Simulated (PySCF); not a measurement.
# One molecule, several mistakes: GeH5N2Si

Calculated results; nothing here was measured. The program is PySCF 2.14.0, an open-source quantum chemistry code, run on an isolated molecule that a program drew, which may never have been made. The molecule is GeH5N2Si (charge 0, doublet), drawn as the SMILES string `N[SiH]=[N][GeH2]`.

Each row is a Hartree-Fock (HF) and frozen-core CCSD(T) single point in the cc-pV(D+d)Z basis, meant for a local HF minimum. Run 1 is clean. Each other run has one planted mistake out of seven kinds, and not every kind appears here: one electron removed, one electron added, multiplicity raised by two, geometry at a saddle point, minimal basis STO-3G, one bond length entered in bohr, all coordinates scaled. The reference is restricted for singlets and unrestricted otherwise, and also for a bond in bohr. Adding or removing an electron swaps singlet and doublet. Electrons count all cores. HOMO and LUMO are orbital energies over both spins, the gradient is its largest component, and the lowest frequency (negative if imaginary) is given only where the gradient is small. Bond lengths are over the 8 bonds as drawn. T1 is the CCSD diagnostic: over 0.02 (restricted) or 0.045 (unrestricted) a single reference is doubtful. Germanium has the cc-pVDZ-PP basis, with a core potential (ECP10MDF) in place of its 10 inner electrons, and its 3s, 3p and 3d shells are frozen in CCSD(T).

Geometry of the clean run:
```xyz
9
GeH5N2Si, angstrom
N    -2.5294   -2.0302   -1.2895
Si   -1.5778   -1.0076   -0.3634
N    -0.6336    0.1511   -0.8021
Ge    0.1010    1.1494   -2.1101
H    -2.5829   -1.9858   -2.2886
H    -3.1056   -2.7479   -0.8952
H    -1.7776   -1.3912    1.0387
H     1.6393    1.0047   -2.0832
H    -0.2641    2.6370   -1.9061
```

```
run  electrons  basis functions  <S^2>  HOMO (eV)  LUMO (eV)  gradient (hartree/bohr)  lowest frequency (cm^-1)  mean bond (Å)  longest bond (Å)      T1  HF (hartree)  CCSD(T) (hartree)                          mistake
  1         65               99  0.756      -7.53       2.06                  3.4e-05                        65         1.4495             1.802  0.0175    -694.11380         -694.67950                         no fault
  2         65               99  1.484      -7.74       1.03                  2.2e-02                         -         1.5609             1.892  0.0585    -693.96278         -694.52999  one bond length entered in bohr
  3         66               99  0.000       0.27       7.50                  9.4e-02                         -         1.4495             1.802  0.0176    -694.06886         -694.66532               one electron added
  4         65               99  0.755      -7.09       2.56                  1.1e-01                         -         1.3234             1.645  0.0142    -694.01433         -694.55848           all coordinates scaled
  5         64               99  0.000     -15.61      -5.63                  9.2e-02                         -         1.4495             1.802  0.0229    -693.87164         -694.43923                                ?
  6         65               99  3.787      -4.56       0.38                  1.1e-01                         -         1.4495             1.802  0.0272    -693.97184         -694.50335                                ?
```

**Which mistake was planted in run 5, and what did it cost?**

It counts 64 electrons, one fewer than the clean run, at the same geometry and basis. So the mistake is: one electron removed. Subtracting run 1 and multiplying by 627.51 kcal/mol a hartree, the energy moved by 152.0 kcal/mol in HF and 150.8 kcal/mol in CCSD(T).

**Which mistake was planted in run 6, and what did it cost?**

Electrons, basis and geometry are unchanged, and <S^2> is 3.787, beside S(S+1) = 3.75 for a multiplicity of 4. So the mistake is: multiplicity raised by two. Subtracting run 1 and multiplying by 627.51 kcal/mol a hartree, the energy moved by 89.1 kcal/mol in HF and 110.5 kcal/mol in CCSD(T).

Cautions from the logs. Run 2: T1 is over the limit, so its CCSD(T) energy is less reliable; run 3: the HOMO is above zero, so the electron isn't bound and the energy depends on the basis; run 5: T1 is over the limit, so its CCSD(T) energy is less reliable.
